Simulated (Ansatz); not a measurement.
A nudged elastic band was laid between two geometries of CH2AlClF (6 atoms, charge -1, multiplicity 1).

Level of theory: RKS BLYP-D4/def2-SVP in Ansatz 0.2.0.

| Item | Value |
| --- | --- |
| movable images | 6 |
| climbing image | no |
| spring | 5.0 eV/Å² |
| optimiser | quadratic models (default) |
| start path | IDPP |
| force threshold | 0.03 eV/Å |
| iteration limit | 60 |
| end points | relaxed |

First end point:

```xyz
6
Properties=species:S:1:pos:R:3
C -0.176 1.088 0.009
Al 0.210 -0.694 0.073
F 1.457 -1.469 0.963
Cl -0.876 -2.287 -1.011
H 0.389 1.861 0.565
H -1.004 1.501 -0.598
```

Last end point:

```xyz
6
Properties=species:S:1:pos:R:3
C -0.167 1.090 -0.003
Al 0.205 -0.695 0.080
F 1.451 -1.471 0.970
Cl -0.882 -2.288 -1.002
H -1.001 1.502 -0.603
H 0.393 1.862 0.559
```

Task: What changes between the two ends?

Result: No bond is made or broken. The dihedral H6–C1–Al2–Cl4 goes from 0 to 180°. The two ends are copies of one structure, up to a mirror image or an exchange of like atoms.

Task: What energy profile does the band end with?

Result: The forces met the threshold. The highest image is number 3 of 0 to 7, 0.56 eV above the ends, which have the same energy within 2 meV. No image climbed, so the highest image needn't sit at the top of the path. Limits of this set-up: an anion without diffuse functions, the dipole of an ion depends on the origin.

| image | path coordinate (Å) | energy (eV) | dihedral H6–C1–Al2–Cl4 (°) |
| --- | --- | --- | --- |
| 0 | 0.00 | 0.00 | 0 |
| 1 | 0.52 | 0.11 | -4 |
| 2 | 1.04 | 0.36 | -17 |
| 3 | 1.57 | 0.56 | -41 |
| 4 | 2.09 | 0.56 | -75 |
| 5 | 2.61 | 0.36 | -109 |
| 6 | 3.13 | 0.11 | -144 |
| 7 | 3.66 | 0.00 | 180 |

Task: What is the geometry of the highest image?

Result: 
```xyz
6
Properties=species:S:1:pos:R:3:forces:R:3
C 0.228 1.234 -0.076 0.00 0.00 -0.04
Al 0.182 -0.639 0.090 0.01 0.01 0.03
F 1.571 -1.586 0.430 -0.01 0.01 0.08
Cl -1.332 -2.267 -0.218 0.01 -0.01 -0.09
H -0.327 1.710 0.775 0.13 0.03 0.03
H -0.321 1.548 -1.001 -0.13 -0.04 0.00
```

The run took 3.1 min on 1 CPU thread of a shared host.
